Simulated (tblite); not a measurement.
Compound: C3H11NO2SSi2.
Geometry (GFN2-xTB, Å), atoms numbered from 1 in this order:
```
atom  x, y, z in Å
C1    -2.929    0.103   -0.455
S2    -1.489   -0.906    0.042
O3    -1.438   -0.908    1.481
O4    -1.601   -2.187   -0.612
C5    -0.039   -0.100   -0.609
C6     0.264    1.190    0.122
Si7    2.157    1.407    0.186
N8     2.566   -0.264   -0.057
Si9    1.299   -1.422   -0.324
H10   -2.802    1.096   -0.046
H11   -2.973    0.118   -1.536
H12   -3.814   -0.366   -0.045
H13   -0.256    0.046   -1.664
H14   -0.117    1.081    1.139
H15   -0.255    2.038   -0.328
H16    2.636    1.898    1.480
H17    2.668    2.226   -0.920
H18    3.517   -0.575    0.029
H19    1.497   -2.196   -1.552
H20    1.102   -2.269    0.847
```

Level: GFN2-xTB in tblite, geometry and Hessian alike; calculated harmonic values, unscaled, isolated species. Errors from tens to a few hundred cm⁻¹ against measured bands are possible. Modes of hydrogen on silicon can be 10 to 20 % off. One conformer, not necessarily the lowest.

Harmonic wavenumbers (cm⁻¹): 45.8, 70.2, 95.5, 117.2, 120.1, 199.6, 203.5, 271.6, 300.3, 353.5, 403.5, 427.6, 438.7, 470.6, 486.4, 522.9, 525.5, 536.7, 634.5, 656.1, 662.7, 686.5, 736.7, 781.1, 786.4, 798.8, 809.5, 827.1, 842.2, 852.3, 917.9, 1050.9, 1061.2, 1106.0, 1124.0, 1137.7, 1234.0, 1240.4, 1260.6, 1266.2, 1426.8, 1440.9, 1477.9, 2207.9, 2248.1, 2252.8, 2317.0, 2965.1, 2981.0, 2992.0, 3063.1, 3082.0, 3084.4, 3519.5.

A = 1960, B = 725.3, C = 607.6 MHz; mass 181.005 u (most abundant isotopes); point group C1, symmetry number 1.

Q: Zero-point energy?

A: ½Σν̃ = 30560 cm⁻¹ = 365.58 kJ/mol.

Q: What is S at 273.15 K and 1 bar for an ideal gas of classical rigid rotors and harmonic oscillators?

A: Translation 171.87, rotation 125.68, vibration 140.03: S = 437.6 J/(mol K).

Q: And Cp and H(273.15 K) − H(0)?

A: Cp = 189.36 J/(mol K), of which vibrations give 156.10 (their classical limit is 54 R = 449.0); H(273.15 K) − H(0) = 29.91 kJ/mol without the zero-point energy, 20.82 from vibrations.

Q: Blend soft modes into free rotors: weight 1/[1 + (100 cm⁻¹/ν̃)⁴] for the oscillator and the rest for a rotor with moment μB/(μ + B), μ = h/(8π²ν), B = 10⁻⁴⁴ kg m². What vibrational entropy results?

A: 129.93 J/(mol K) in place of 140.03, which changes −T·S at 273.15 K by +2.76 kJ/mol.

Q: What must be added to the electronic energy to get the Gibbs energy at 273.15 K and 1 bar?

A: ZPE + [H(273.15 K) − H(0)] − T·S = 365.58 + 29.91 − 119.53 = 275.96 kJ/mol.

Hindered rotation and anharmonicity are outside this model. Other conformers, if any are populated, would add a mixing term that is left out. The structure is chiral; the term R ln 2 for an equal mix with its mirror image is left out.
